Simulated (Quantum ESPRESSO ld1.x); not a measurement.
Problem. The mean radii <r> (bohr) of the occupied orbitals of an atom or ion are listed with their occupations. Calculated with ld1.x of Quantum ESPRESSO 7.5: Dirac Kohn-Sham, PW91, spin-unpolarised, spherical densities, point nucleus.

| orbital | occ. | <r> |
|---|---|---|
| 1s1/2 | 2 | 0.02190 |
| 2s1/2 | 2 | 0.09274 |
| 2p1/2 | 2 | 0.07745 |
| 2p3/2 | 4 | 0.08429 |
| 3s1/2 | 2 | 0.2440 |
| 3p1/2 | 2 | 0.2336 |
| 3p3/2 | 4 | 0.2467 |
| 3d3/2 | 4 | 0.2187 |
| 3d5/2 | 6 | 0.2228 |
| 4s1/2 | 2 | 0.5528 |
| 4p1/2 | 2 | 0.5648 |
| 4p3/2 | 4 | 0.5943 |
| 4d3/2 | 4 | 0.6302 |
| 4d5/2 | 6 | 0.6406 |
| 5s1/2 | 2 | 1.334 |
| 5p1/2 | 2 | 1.495 |
| 5p3/2 | 4 | 1.590 |
| 4f5/2 | 6 | 0.8603 |
| 4f7/2 | 1 | 0.8731 |
| 6s1/2 | 1 | 3.663 |
| 5d3/2 | 1 | 2.526 |

Name the element and its charge. Open shells, if any, fill j = l - 1/2 first.

Solution. Z = 64, gadolinium, charge +1: Gd+ in [Xe] 4f7 5d1 6s1. The 1s radius gives Z: for a bare nucleus <r> = (2 gamma + 1)/(2Z) with gamma = sqrt(1 - (Z/c)^2), 0.02163 bohr for Z = 64, and screening makes it slightly larger (0.02190 here). The occupations add up to 63, and the charge is Z minus that.
